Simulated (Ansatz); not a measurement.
Reactions of CF$_{3}$GeN (`N#[C][Ge]([F])([F])[F]`).

Calculated with Ansatz (gas phase, PBE0-D4/def2-TZVP geometries, no zero-point term in ΔE). CCSD(T)/CBS is the MP2 limit (def2-TZVPP, def2-QZVPP) plus CCSD(T) − MP2 in def2-TZVPP, frozen cores. This one scheme is used for every species. DFT in def2-TZVPP. B3LYP here is the variant with VWN-RPA as its local correlation; programs differ in this. Elements past krypton have def2 core potentials. For Ge, In, Se outer-core shells are correlated without core-valence functions, which leaves a few kJ/mol of doubt a bond. Scalar relativity is left out up to krypton. Each species was taken in one conformer, which may not be the lowest.

```
                                                                                               reaction  CCSD(T)/CBS(def2) (kcal/mol)
                               `N#[C][Ge]([F])([F])[F]` + `C=CC#N` → `N#[C][GeH]([F])[F]` + `N#C/C=C/F`                             ?
                                             `N#[C][Ge]([F])([F])[F]` + H₂ → `[F][GeH]([F])[F]` + `C#N`                          -7.9
                                     `N#[C][Ge]([F])([F])[F]` + H₂Se → `[F][Ge]([F])([F])[SeH]` + `C#N`                         -16.1
`N#[C][Ge]([F])([F])[F]` + `C[N](C)[In]([Cl])[Cl]` → `C[N](C)[Ge]([F])([F])[F]` + `N#[C][In]([Cl])[Cl]`                         -11.1
```

Fill in the missing values. (An estimate is asked.)

The calculation gave: `N#[C][Ge]([F])([F])[F]` + `C=CC#N` → `N#[C][GeH]([F])[F]` + `N#C/C=C/F`: +31.4 kcal/mol.

Largest T1 diagnostic: 0.014, for `C#N`.
